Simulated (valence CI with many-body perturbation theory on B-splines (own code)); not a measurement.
## Forbidden lines of Pr X

Computed by configuration interaction combined with many-body perturbation theory (CI+MBPT): four valence electrons over a frozen Dirac-Fock core [Kr] 4d10, a basis of 7 s, 7 p, 7 d, 7 f, 4 g, 2 h functions for each j, with the one-electron correlation potential Σ1, the two-electron term Σ2, the three-electron term Σ3, Breit, model QED; selected CI, second order for the rest, scaled by the run's own slope (own B-spline code, finite nucleus).

No measured levels were compared; by estimate terms of the open shell hold to a few per cent of their energy, and close levels can change places; configurations with another count of f electrons can be misplaced by thousands of cm⁻¹. Among the levels kept, up to 430 cm⁻¹ of a level comes from second order outside the variational space, and about a tenth of that is noise between levels of different J, which matters for small intervals.

Lines 51 to 100 of 120 in falling wavelength, among levels below 292950 cm⁻¹, chosen from the decays that carry over 1 % of a level's rate. Wavelengths and rates use the calculated energies, so an error of 2000 cm⁻¹ moves a line at 250.9 nm by 5 % and its rate by three times that or more. Electric multipoles are in the length gauge, E1 and E2 with the static RPA response of the core. S is in atomic units (e²a₀⁴ for E2 and M2, e²a₀⁶ for E3), for M1 in squared Bohr magnetons. Weak lines are less certain than strong ones. Lines between different terms over intervals too small for the method are left out, as are lines whose strength nearly cancels. Where a level lies close to another of its J and parity, the split of strength between their lines is uncertain.

Names give the largest LS component (configuration and term), which can be under half, so a name can repeat, a term be missing and a line seem to break the LS rules; names also repeat where a configuration has a term twice. Letters in brackets count levels of one name in rising energy.

| λ vac (nm) | Upper | Lower | Type | A (s⁻¹) | S (a.u.) |
| --- | --- | --- | --- | --- | --- |
| 250.9 | 4f 5s2 5p 3D_2 [a] | 4f 5s2 5p 3G_3 | M1 | 7.21e+01 | 2.11e-01 |
| 250.9 | 4f 5s2 5p 3D_2 [a] | 4f 5s2 5p 3G_3 | E2 | 6.22e+00 | 2.76e+00 |
| 249.6 | 4f2 5s2 3H_4 | 5s2 5p2 3P_2 | E2 | 5.21e-01 | 4.06e-01 |
| 245.0 | 4f 5s2 5p 1G_4 | 4f 5s2 5p 3G_4 | M1 | 1.04e+02 | 5.12e-01 |
| 238.7 | 4f 5s2 5p 3D_3 | 4f 5s2 5p 3G_3 | M1 | 3.51e+01 | 1.24e-01 |
| 237.6 | 4f2 5s2 3P_0 | 4f 5s2 5p 3D_2 [a] | E2 | 1.42e+00 | 9.61e-02 |
| 235.1 | 4f 5s2 5p 3D_2 [b] | 4f 5s2 5p 3F_2 | M1 | 2.12e+02 | 5.11e-01 |
| 233.5 | 4f 5s2 5p 1G_4 | 4f 5s2 5p 3F_3 | M1 | 1.02e+02 | 4.33e-01 |
| 232.4 | 4f 5s2 5p 3D_1 | 4f 5s2 5p 3F_2 | M1 | 4.05e+02 | 5.65e-01 |
| 223.4 | 4f 5s2 5p 3D_2 [b] | 4f 5s2 5p 3G_3 | M1 | 3.86e+01 | 7.97e-02 |
| 220.9 | 4f 5s2 5p 3D_1 | 4f 5s2 5p 3G_3 | E2 | 1.66e+01 | 2.34e+00 |
| 216.1 | 4f2 5s2 3F_2 [a] | 5s2 5p2 3P_2 | M1 | 4.83e+01 | 9.04e-02 |
| 215.8 | 4f2 5s2 3H_4 | 4f 5s2 5p 3G_4 | M1 | 3.93e-01 | 1.32e-03 |
| 215.8 | 4f2 5s2 3H_4 | 4f 5s2 5p 3G_4 | E2 | 2.20e-01 | 8.26e-02 |
| 213.0 | 4f2 5s2 3F_2 [b] | 5s2 5p2 3P_2 | M1 | 3.88e+01 | 6.95e-02 |
| 213.0 | 4f2 5s2 3F_2 [b] | 5s2 5p2 3P_2 | E2 | 7.54e+00 | 1.48e+00 |
| 208.3 | 4f 5s2 5p 1G_4 | 4f 5s2 5p 3G_3 | M1 | 2.79e+02 | 8.40e-01 |
| 208.3 | 4f 5s2 5p 1G_4 | 4f 5s2 5p 3G_3 | E2 | 9.42e+00 | 2.97e+00 |
| 206.8 | 4f2 5s2 3H_4 | 4f 5s2 5p 3F_3 | E2 | 1.08e+00 | 3.29e-01 |
| 206.8 | 4f2 5s2 3H_4 | 4f 5s2 5p 3F_3 | M1 | 4.36e-01 | 1.29e-03 |
| 205.4 | 4f2 5s2 3H_5 | 4f 5s2 5p 3G_4 | E2 | 4.93e+00 | 1.77e+00 |
| 197.2 | 4f2 5s2 3H_5 | 4f 5s2 5p 3F_3 | E2 | 3.00e+00 | 8.78e-01 |
| 195.4 | 4f2 5s2 3H_6 | 4f 5s2 5p 3G_4 | E2 | 2.11e+00 | 6.99e-01 |
| 194.9 | 4f2 5s2 3H_4 | 4f 5s2 5p 3F_2 | E2 | 5.39e+00 | 1.22e+00 |
| 190.3 | 4f2 5s2 3F_2 [a] | 4f 5s2 5p 3G_4 | E2 | 1.27e+01 | 1.42e+00 |
| 187.8 | 4f2 5s2 3F_2 [b] | 4f 5s2 5p 3G_4 | E2 | 4.61e+00 | 4.81e-01 |
| 187.0 | 5s2 5p2 1S_0 | 5s2 5p2 3P_2 | E2 | 3.81e+01 | 7.77e-01 |
| 186.7 | 4f2 5s2 3H_4 | 4f 5s2 5p 3G_3 | E2 | 8.72e+00 | 1.59e+00 |
| 186.7 | 4f2 5s2 3H_4 | 4f 5s2 5p 3G_3 | M1 | 1.16e+00 | 2.51e-03 |
| 183.9 | 4f2 5s2 3F_2 [a] | 5s2 5p2 3P_1 | M1 | 9.51e+01 | 1.10e-01 |
| 183.5 | 4f2 5s2 3F_3 | 4f 5s2 5p 3G_4 | E2 | 4.29e+00 | 5.58e-01 |
| 183.3 | 4f2 5s2 3F_2 [a] | 4f 5s2 5p 3F_3 | M1 | 2.27e+02 | 2.59e-01 |
| 181.7 | 4f2 5s2 3F_4 | 4f 5s2 5p 3G_4 | E2 | 4.86e+00 | 7.73e-01 |
| 181.6 | 4f2 5s2 3F_2 [b] | 5s2 5p2 3P_1 | M1 | 7.13e+01 | 7.92e-02 |
| 181.0 | 4f2 5s2 3F_2 [b] | 4f 5s2 5p 3F_3 | M1 | 1.40e+02 | 1.53e-01 |
| 181.0 | 4f2 5s2 3F_2 [b] | 4f 5s2 5p 3F_3 | E2 | 8.04e+00 | 6.97e-01 |
| 177.0 | 4f2 5s2 3F_3 | 4f 5s2 5p 3F_3 | E2 | 8.99e+00 | 9.76e-01 |
| 177.0 | 4f2 5s2 3F_3 | 4f 5s2 5p 3F_3 | M1 | 2.09e-01 | 3.01e-04 |
| 175.3 | 4f2 5s2 3F_4 | 4f 5s2 5p 3F_3 | E2 | 4.09e+00 | 5.43e-01 |
| 173.9 | 4f2 5s2 3F_2 [a] | 4f 5s2 5p 3F_2 | M1 | 5.66e+01 | 5.51e-02 |
| 173.9 | 4f2 5s2 3F_2 [a] | 4f 5s2 5p 3F_2 | E2 | 1.62e+01 | 1.15e+00 |
| 171.8 | 4f2 5s2 3F_2 [b] | 4f 5s2 5p 3F_2 | M1 | 2.89e+01 | 2.72e-02 |
| 170.6 | 4f2 5s2 1G_4 | 4f 5s2 5p 3G_4 | M1 | 2.87e+00 | 4.76e-03 |
| 170.6 | 4f2 5s2 1G_4 | 4f 5s2 5p 3G_4 | E2 | 3.81e-01 | 4.43e-02 |
| 168.2 | 4f2 5s2 3F_3 | 4f 5s2 5p 3F_2 | M1 | 3.41e-01 | 4.22e-04 |
| 167.3 | 4f2 5s2 3F_2 [a] | 4f 5s2 5p 3G_3 | E2 | 8.88e+00 | 5.20e-01 |
| 166.7 | 4f2 5s2 3F_4 | 4f 5s2 5p 3F_2 | E2 | 1.07e+00 | 1.10e-01 |
| 165.0 | 4f2 5s2 1G_4 | 4f 5s2 5p 3F_3 | M1 | 2.55e+00 | 3.82e-03 |
| 165.0 | 4f2 5s2 1G_4 | 4f 5s2 5p 3F_3 | E2 | 6.17e-01 | 6.06e-02 |
| 162.4 | 5s2 5p2 1S_0 | 5s2 5p2 3P_1 | M1 | 2.17e+03 | 3.45e-01 |
